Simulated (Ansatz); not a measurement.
Computed with Ansatz.

A structure relaxed at PBE0-D4/def2-TZVP, charge 0, multiplicity 1:

| atom | x (Å) | y (Å) | z (Å) |
| --- | --- | --- | --- |
| Si1 | 1.009 | -0.431 | -1.114 |
| C2 | -0.574 | -0.486 | -0.105 |
| B3 | -0.500 | -0.738 | 1.382 |
| Si4 | -0.445 | 1.126 | 0.912 |
| Br5 | -2.257 | 2.366 | 1.221 |
| H6 | 1.354 | -1.817 | -1.526 |
| H7 | 2.133 | 0.109 | -0.306 |
| H8 | 0.817 | 0.403 | -2.327 |
| H9 | -1.325 | -0.965 | -0.739 |
| H10 | -0.865 | -1.573 | 2.142 |
| H11 | 0.653 | 2.004 | 0.460 |

Question: Give its formula and SMILES.

Answer: CH6BBrSi2, `[SiH3][C@H]1B[Si@@H]1Br`.

Question: Summarise the bond lengths by kind.

Answer: 2 × C–Si 1.878 to 1.911 Å; 4 × H–Si 1.477 to 1.487 Å; 1 × B–C 1.510 Å; 1 × C–H 1.093 Å; 1 × B–Si 1.923 Å; 1 × B–H 1.186 Å; 1 × Br–Si 2.218 Å.
